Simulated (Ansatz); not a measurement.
TeF, multiplicity 2 (lowest of 2S+1 = 2, 4 at CCSD(T)/def2-TZVPP on PBE0 minima; our sources give no spin for the ground state, which may be another), most abundant isotopes (18.9984 and 129.9062 u). Constants from fifth-degree fits in 1/R to seven points on the lowest solution found; no spin–orbit coupling, no relativity up to Kr; ω_e x_e and α_e move by some per cent with the fit.

Correlated levels freeze the inner cores; with def2 sets outer-core shells near the valence are correlated too. CBS: X⁻³ extrapolation of the correlation energy, Hartree–Fock from the larger set.

Run with Ansatz (Gaussian basis) for Hartree–Fock, density functionals and correlated methods.  In def2 rows elements past Kr take small-core potentials, without spin–orbit coupling.

```tsv
level	r_e (Å)	ω_e (cm⁻¹)	ω_e x_e (cm⁻¹)	α_e (cm⁻¹)
PBE/def2-TZVPP	1.9347	593.1	2.69	0.00174
CCSD(T)/CBS(def2-TZVPP, def2-QZVPP)	1.8979	636.7	2.68	0.00174
```

Derive the rotational constants, the centrifugal constant, the fundamental, the zero-point energy and the force constant.


μ = 16.57444 u.
- PBE/def2-TZVPP: B_e = 16.8576/(μ r_e²) = 0.27173 cm⁻¹; B₀ = B_e − α_e/2 = 0.27086 cm⁻¹; D = 4B_e³/ω_e² = 2.28e-07 cm⁻¹; fundamental ω_e − 2ω_e x_e = 588 cm⁻¹; zero-point energy ω_e/2 − ω_e x_e/4 = 296 cm⁻¹; k = μ(2πcω_e)² = 344 N/m
- CCSD(T)/CBS(def2-TZVPP, def2-QZVPP): B_e = 16.8576/(μ r_e²) = 0.28236 cm⁻¹; B₀ = B_e − α_e/2 = 0.28149 cm⁻¹; D = 4B_e³/ω_e² = 2.22e-07 cm⁻¹; fundamental ω_e − 2ω_e x_e = 631 cm⁻¹; zero-point energy ω_e/2 − ω_e x_e/4 = 318 cm⁻¹; k = μ(2πcω_e)² = 396 N/m

Ansatz is a first-principles code.
